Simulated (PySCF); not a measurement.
The vertical singlet excitations below were computed for one of the candidates. The calculation used PySCF 2.14.0, density-fitted response routines, TDDFT PBE0/def2-SVPD, vertical, gas phase, core orbitals frozen in the response. Geometries: GFN2-xTB, one conformer each.

```json
{"state": "S1", "E (eV)": "4.80", "λ (nm)": "258.1", "f": "0.0001"}
{"state": "S2", "E (eV)": "5.26", "λ (nm)": "235.8", "f": "0.109"}
{"state": "S3", "E (eV)": "6.37", "λ (nm)": "194.7", "f": "0.0026"}
{"state": "S4", "E (eV)": "6.85", "λ (nm)": "180.9", "f": "0.0034"}
{"state": "S5", "E (eV)": "6.90", "λ (nm)": "179.8", "f": "0.085"}
{"state": "S6", "E (eV)": "7.16", "λ (nm)": "173.3", "f": "0.0011"}
```

Triplets computed (Tamm–Dancoff): 3.28, 4.42 eV.

Question: Which structure fits? All have the formula C6H8O2.
A. `CO/C=C1C=C/1OC`
B. `C=CCC(=O)OC=C`
C. `CCC1=COC=CO1`
D. `C=C(C(=O)O)C1CC1`
E. `O=C1C=C[C@H](O)CC1`

Answer: D. Its S1 lies at 4.80 eV; the nearest of the others has S1 at 4.33 eV. S1 is HOMO-1→LUMO (94%). Löwdin shares by element: HOMO carbon 72% or more (atoms not listed hold the other 28%); LUMO carbon 64% or more, oxygen 13% or more (atoms not listed hold the other 22%). At the same level the other candidates give, for their lowest levels:
- `C=CCC(=O)OC=C`: 5.78 eV (f 0.001); 6.23 eV (f 0.269); 6.41 eV (f 0.111); 6.95 eV (f 0.012); 7.17 eV (f 0.029); T1 4.23 eV; HOMO -7.52, LUMO -0.55 eV
- `CCC1=COC=CO1`: 4.12 eV (f 0.002); 4.91 eV (f 0.014); 5.70 eV (f 0.006); 5.88 eV (f 0.007); 6.12 eV (f 0.001); T1 3.09 eV; HOMO -5.51, LUMO -0.04 eV
- `O=C1C=C[C@H](O)CC1`: 3.65 eV (f 0.000); 5.39 eV (f 0.083); 6.32 eV (f 0.006); 6.35 eV (f 0.238); 6.48 eV (f 0.001); T1 3.14 eV; HOMO -7.29, LUMO -1.71 eV
- `CO/C=C1C=C/1OC`: 4.33 eV (f 0.032); 4.55 eV (f 0.000); 5.10 eV (f 0.011); 5.31 eV (f 0.002); 5.52 eV (f 0.000); T1 3.20 eV; HOMO -5.05, LUMO 0.33 eV

Shape of the structure used: `[CH2:1]=[C:2]([C:3](=[O:4])[OH:5])[CH:6]1[CH2:7][CH2:8]1`: C1–C2–C3–O4 0°, C1–C2–C6–C7 -35°, H–O5–C3–C2 180°.
